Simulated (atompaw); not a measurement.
**Before and after: PAW (atompaw) potential for Cr (Z = 24)**

Cr, PAW, made with atompaw 4.2.0.5 (PBE, scalar-relativistic). Core [Ne], reference 3s2 3p6 3d5 4s0.5 4p0 (charge +0.5). Waves: 3s (bound): rc 1.30 bohr; 4s (bound): rc 1.85 bohr; 3p (bound): rc 1.45 bohr; 4p (bound, empty): rc 2.20 bohr; 3d (bound): rc 2.20 bohr; 3d channel at 0.05 Ry: rc 2.20 bohr. Local part: bessel scheme, radius 1.60 bohr. Core correction: smooth core density matched at 1.80 bohr. Augmentation charge: gaussian compensation charge, radius 1.75 bohr; PAW radius 2.20 bohr; waves and projectors: custom polynom2 7 10 vanderbiltortho.

All-electron outer shells of the reference configuration (PBE, scalar-relativistic, ld1.x):

| shell | level (eV) | outermost node (bohr) | outermost maximum (bohr) |
| --- | --- | --- | --- |
| 2p | -563.89 | – | 0.20 |
| 3s | -77.28 | 0.36 | 0.78 |
| 3p | -48.75 | 0.33 | 0.80 |
| 4s | -6.86 | 1.12 | 2.68 |
| 3d | -6.21 | – | 0.84 |
| 4p | -3.36 | 1.24 | 3.52 |

Change: augmentation gaussian compensation charge, radius 1.75 bohr; PAW radius 2.20 bohr; waves and projectors: custom rrkj vanderbiltortho.

Cutoffs: the cutoffs (Ry, on a coarse ladder) from which the occupation-weighted sum of valence levels, in a spherical-Bessel basis at the reference potential, stays within 10 and 1 mRy of its value at 400 Ry; they do not see the model core or the augmentation charge, which bear on the density cutoff.

Question: What does the change do?

Answer: The potential gets softer (45 Ry and 230 Ry → 40 Ry and 70 Ry); neither file shows a bound ghost.

| quantity | base | changed |
| --- | --- | --- |
| cutoff, loose | 45 Ry | 40 Ry |
| cutoff, tight | 230 Ry | 70 Ry |
| loose cutoff by channel (10 mRy a level) | s 18 Ry, p 25 Ry, d 15 Ry | s 30 Ry, p 35 Ry, d 18 Ry |
| bound ghosts | none | none |
| s: phases at 2.22 bohr within 0.05 rad from the reference energy up to (Ry; the scan ends near 5) | to the end of the scan | to the end of the scan |
| p: phases at 2.22 bohr within 0.05 rad from the reference energy up to (Ry; the scan ends near 5) | to the end of the scan | to the end of the scan |
| d: phases at 2.22 bohr within 0.05 rad from the reference energy up to (Ry; the scan ends near 5) | 1.9 | 2.2 |
| lowest overlap eigenvalue by channel | s 0.77, p 0.64, d 0.97 | s 0.08, p 0.55, d 1.00 |

 The cutoffs see the waves, projectors and local potential, not the compensation charge or the core.
